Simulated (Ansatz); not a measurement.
Born–Oppenheimer molecular dynamics of Cl2H4MgSi (8 atoms, charge 0, multiplicity 1). It starts at the highest image of a converged band, a first-order saddle point between two minima.

All numbers below come from Ansatz, RKS BHLYP/6-31G*.

```
ensemble                      : NVE (velocity Verlet)
time step                     : 0.5 fs
steps asked                   : 200
starting velocities drawn for : 300 K
seed                          : 2330
```

First frame:

```xyz
8
Properties=species:S:1:pos:R:3
Mg -1.066 -0.744 -0.832
Si 0.933 0.093 0.777
Cl -2.092 -2.539 -1.563
H -0.411 1.139 -0.431
Cl -1.438 1.644 -1.325
H 2.108 -0.672 0.295
H 1.387 1.493 0.956
H 0.578 -0.413 2.124
```

(1) How far do the bonds stretch over the last three quarters of this one trajectory? (Pairs bonded in most of those frames.)

Answers

(1) 
```tsv
bond	mean (Å)	spread (Å)	shortest	longest
Mg1–Cl3	2.203	0.059	2.12	2.37
Mg1–Cl5	2.219	0.101	2.05	2.39
Si2–H4	1.549	0.178	1.27	1.79
Si2–H6	1.479	0.035	1.43	1.54
Si2–H7	1.474	0.037	1.41	1.53
Si2–H8	1.483	0.032	1.43	1.53
```

Mean temperature of the second half: 2286 K. The conserved energy stayed within 0.96 meV per atom of its start (net change 0.061 meV per atom), so the integration is sound. The kinetic energy rose, since the run started high on the potential surface and went downhill. It ends in pieces (Cl2Mg + H4Si), so much of that is their flight and rotation, not heat. A run of 0.1 ps of so small a system gives no equilibrium averages. The orbitals stay closed-shell, which can raise the energy where a bond breaks towards radicals; this wasn't checked here.

Time of the run: 3.1 min on 2 threads of AMD EPYC 9R45 96-Core Processor (Zen 5), on a shared host, peak memory 0.2 GiB.
